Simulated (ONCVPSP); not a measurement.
N (Z = 7): excitation energies, all-electron against ONCV

ONCVPSP 4.0.1 input, shortened (lines: element, Z, core and valence counts, functional; n l f; lmax; l rc ep ncon nbas qcut; lloc lpopt rc5 dvloc0; l nproj debl; icmod fcfact rcfact), PBEsol, scalar-relativistic:

```
  N 7.00    1    2  -116133      upf
    1    0    2.00
    2    0    2.00
    2    1    1.00
    2
    0    0.80    0.00    4    9    6.70
    1    1.85    0.00    5    9    6.40
    2    1.40    0.27    4    8    7.40
    4    5    0.65    2.00
    0    1    1.50
    1    2    2.80
    2    2    1.70
    3    5.25    1.56
```

Energies are relative to the spin-unpolarised reference configuration 2s2 2p1; without spin polarisation the order of configurations can differ from experiment.

| valence configuration | charge | ΔE all-electron (eV) | error AE − PS (meV) |
| --- | --- | --- | --- |
| 2s2 2p3 | 0 | -42.258 | +359 |
| 2s2 2p2 | +1 | -28.737 | +150 |
| 2s2 2p0 | +3 | 46.885 | +327 |

What are ΔE and the potential's error for 2s1 2p4?

ΔE = -30.824 eV all-electron; the error (AE − PS) is +577 meV.

Levels in the configuration 2s2 2p3:

```csv
level,all-electron (eV),pseudo (eV)
2s,-18.456,-18.397
2p,-7.036,-7.191
```
